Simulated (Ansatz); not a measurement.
# SbH3 (stibine): the energy to break a bond

The species is SbH3 (4 atoms), meant as a singlet with charge 0. As SMILES, `[SbH3]`. The shape was relaxed beforehand at wB97X-V/def2-SVP.

```xyz
4

Sb    0.4519   -0.3069   -0.4600
H     0.8492    0.0711    1.1562
H    -1.0410   -0.9895    0.0068
H    -0.2600    1.2252   -0.7030
```

Wanted: the dissociation energy of the H4–Sb1 bond into doublet H and doublet SbH2 (shapes relaxed at wB97X-V/def2-SVP, no zero-point term). 1 Eh = 2625.50 kJ/mol = 27.2114 eV. Totals in Eh; open shells run unrestricted unless said.

```
                                                     level  program         SbH3  doublet H  doublet SbH2
                        r2SCAN/def2-TZVPP (core potential)   Ansatz  -242.119686  -0.499927   -241.510671
                     CAM-B3LYP/def2-TZVPP (core potential)   Ansatz  -242.016791  -0.498811   -241.406386
B2PLYP/def2-TZVPP (core potential), 4 core orbitals frozen   Ansatz  -241.813809  -0.498613   -241.204858
```

**Question.** Work out the dissociation energy at each level.

**Answer.** 
1. r2SCAN/def2-TZVPP (core potential): (-0.499927) + (-241.510671) − (-242.119686) = 0.109088 Eh = 286.4 kJ/mol = 2.97 eV.
2. CAM-B3LYP/def2-TZVPP (core potential): (-0.498811) + (-241.406386) − (-242.016791) = 0.111594 Eh = 293.0 kJ/mol = 3.04 eV.
3. B2PLYP/def2-TZVPP (core potential): (-0.498613) + (-241.204858) − (-241.813809) = 0.110338 Eh = 289.7 kJ/mol = 3.00 eV.

The levels span 286 to 293 kJ/mol; no measured value is set beside them. A bond enthalpy at 298 K also holds the loss of zero-point energy and thermal terms.
